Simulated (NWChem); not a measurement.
A series in which one site is exchanged, each optimised at PBE0/def2-SVP with NWChem, gas phase unless a solvent is named. All stand in one matching conformer (torsions within 35°), which need not be the lowest. For some, no frequency run checked for a minimum. def2 effective core potentials on Sr, Cd; no spin-orbit coupling.

A: [OH][Sr][SH] (SrH2SO; site = Sr)
B: [OH][Mg][SH] (MgH2SO; site = Mg)
C: [OH][Cd][SH] (CdH₂SO; site = Cd)
D: [OH][Be][SH] (BeH$_{2}$SO; site = Be)

Values for A:

| Property | Value |
|---|---|
| dipole (D), PBE0/def2-SVP | 5.77 |
| orbital gap (eV), PBE0/def2-SVP | 4.04 |
| static polarisability, PBE/def2-SVPD (bohr³) | 71.2 |

Task: How do these values change for the other members?

Result: 
```
change from A                                     B      C      D
--------------------------------------------  -----  -----  -----
dipole (D), PBE0/def2-SVP                     -4.02  -4.11  -3.58
orbital gap (eV), PBE0/def2-SVP               +1.77  +1.87  +3.24
static polarisability, PBE/def2-SVPD (bohr³)  -17.6   -9.7  -28.1
```
